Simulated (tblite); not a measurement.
C₅H₈NO₂ (doublet state).
Structure used (GFN2-xTB), in Å, numbered top down from 1:
```xyz
16
C5H8NO2 angstrom
C      2.7531    0.3696    0.0073
N      1.3212    0.4949   -0.0292
C      0.4961   -0.6035   -0.0173
O      0.9319   -1.7494    0.0276
C     -0.8952   -0.2997   -0.0609
C     -1.7755    0.8972   -0.1187
O     -2.9297    0.0572   -0.1228
C     -2.1257   -1.1251   -0.0674
H      3.2075    0.8029   -0.8871
H      3.1669    0.8607    0.8911
H      2.9775   -0.6955    0.0467
H      0.9205    1.4169   -0.0698
H     -1.7126    1.5111   -1.0271
H     -1.7570    1.5632    0.7543
H     -2.2707   -1.7720   -0.9410
H     -2.3160   -1.7196    0.8343
```

Computed with GFN2-xTB (tblite): harmonic, unscaled wavenumbers at the GFN2-xTB geometry, gas phase. The method is semi-empirical: single wavenumbers can be off by several per cent or more. One conformer, not necessarily the lowest. Open shells enter through the occupations alone, without spin polarisation, and single modes of such species can be off by tens of per cent.

Harmonic wavenumbers (cm⁻¹): 71.0, 92.3, 115.2, 125.9, 158.7, 269.8, 281.5, 383.3, 404.0, 498.4, 617.1, 759.1, 786.8, 907.6, 948.6, 1003.4, 1035.3, 1041.7, 1056.7, 1071.9, 1101.3, 1105.0, 1163.4, 1177.4, 1211.0, 1233.5, 1375.4, 1392.3, 1410.2, 1424.3, 1439.6, 1459.9, 1480.2, 1627.1, 2846.1, 2869.2, 2887.9, 2909.5, 2952.6, 2972.1, 3029.4, 3475.4.

A = 5183, B = 1217, C = 1004 MHz; mass 114.056 u (most abundant isotopes); point group Cs, symmetry number 1; spin multiplicity 2.

Zero-point energy?

½Σν̃ = 27086 cm⁻¹ = 324.01 kJ/mol.

Entropy at 200 K, 1 bar (ideal gas, RRHO, classical rotation)?

Translation 159.63, rotation 113.51, vibration 67.28, spin (R ln 2) 5.76: S = 346.2 J/(mol K).

And Cp and H(200 K) − H(0)?

Cp = 103.90 J/(mol K), of which vibrations give 70.64 (their classical limit is 42 R = 349.2); H(200 K) − H(0) = 14.14 kJ/mol without the zero-point energy, 7.49 from vibrations.

Which modes carry the vibrational entropy at 200 K?

71.0 cm⁻¹: 13.99; 92.3 cm⁻¹: 11.87; 115.2 cm⁻¹: 10.11; 125.9 cm⁻¹: 9.42; 158.7 cm⁻¹: 7.65; 269.8 cm⁻¹: 3.99 J/(mol K); the other 36 give 10.24 together.

Blend soft modes into free rotors: weight 1/[1 + (100 cm⁻¹/ν̃)⁴] for the oscillator and the rest for a rotor with moment μB/(μ + B), μ = h/(8π²ν), B = 10⁻⁴⁴ kg m². What vibrational entropy results?

64.76 J/(mol K) in place of 67.28, which changes −T·S at 200 K by +0.50 kJ/mol.

What must be added to the electronic energy to get the Gibbs energy at 200 K and 1 bar?

ZPE + [H(200 K) − H(0)] − T·S = 324.01 + 14.14 − 69.24 = 268.91 kJ/mol.

How do the functions run with temperature in this model?

```csv
T (K),S (J/(mol K)),Cp (J/(mol K)),H − H(0) (kJ/mol),G − H(0) (kJ/mol),ln q(vib)
150,318.5,89.5,9.30,-38.47,2.45
250,371.0,119.4,19.71,-73.04,4.70
298.15,393.4,135.5,25.85,-91.44,5.75
400,438.1,170.2,41.43,-133.81,7.92
600,518.3,225.7,81.36,-229.61,12.09
900,620.7,278.5,157.69,-400.97,18.02
```

q(vib) and H(0) count from the zero-point level.

Hindered rotation and anharmonicity are outside this model. Other conformers, if any are populated, would add a mixing term that is left out.

Hardware: one thread, Arm Neoverse V2 (aarch64), on a shared host. Cost: 0.38 s wall. This covers the Hessian and the dipole derivatives.
